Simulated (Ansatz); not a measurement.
`B[S][AlH][NH2]` + H₂ → `[NH2][AlH2]` + `BS` at 298.15 K and 1 bar (hydrogenolysis of the Al–S bond).

Computed with Ansatz on PBE0-D4/def2-TZVP structures; ΔE is electronic, products minus reactants. CCSD(T)/CBS adds triple-zeta CCSD(T) − MP2 to the extrapolated MP2 energy (def2 sets, frozen cores). This one scheme is used for every species. Each species was taken in one conformer, which may not be the lowest.

```tsv
species	CCSD(T)/CBS energy (Eh)	H − E (kJ/mol)	S (J/(mol·K))
`B[S][AlH][NH2]`	-722.38424	167.3	340.8
H₂	-1.17544	35.1	130.4
`[NH2][AlH2]`	-299.14566	115.0	251.7
`BS`	-424.38198	90.6	245.0
```

H − E and S are ideal-gas, rigid-rotor, harmonic terms from PBE0-D4/def2-TZVP, for one conformer and one mirror image of each species. The MP2-based limit puts H₂ 0.8 mEh under its directly extrapolated value; such offsets cancel only in part. 1 Eh = 2625.50 kJ/mol, R = 8.31446 J/(mol·K).

**Question.** By hand: ΔE, ΔH, ΔS and ΔG.

**Answer.** ΔE = (-299.14566) + (-424.38198) − (-722.38424) − (-1.17544) = 0.03204 Eh = 84.1 kJ/mol. Δ(H − E) = 115.0 + 90.6 − 167.3 − 35.1 = 3.2, so ΔH = 87.3 kJ/mol. ΔS = 251.7 + 245.0 − 340.8 − 130.4 = 25.5 J/(mol·K). ΔG = 87.3 − 298.15 × (25.5)/1000 = 79.7 kJ/mol.

**Question.** By hand: the equilibrium constant, and the temperature at which ΔG would vanish if ΔH and ΔS stayed fixed.

**Answer.** log₁₀ K = −ΔG/(RT ln 10) = -14.0. ΔG = 0 at ΔH/ΔS = 3424 K, far beyond where these terms or the molecules hold.

ΔH outweighs TΔS. A doubt of 5 kJ/mol in ΔE shifts log₁₀ K by 0.9 here. Other conformers and mirror images would add mixing entropy, several J/(mol·K) or more a flexible species. Modes under 60 cm⁻¹, often nearly free rotors, make the harmonic entropy too high. These are equilibria of isolated gas molecules and say nothing of rates. Largest T1 diagnostic: 0.015 (customary marks: 0.02 for closed shells, 0.045 for open ones).
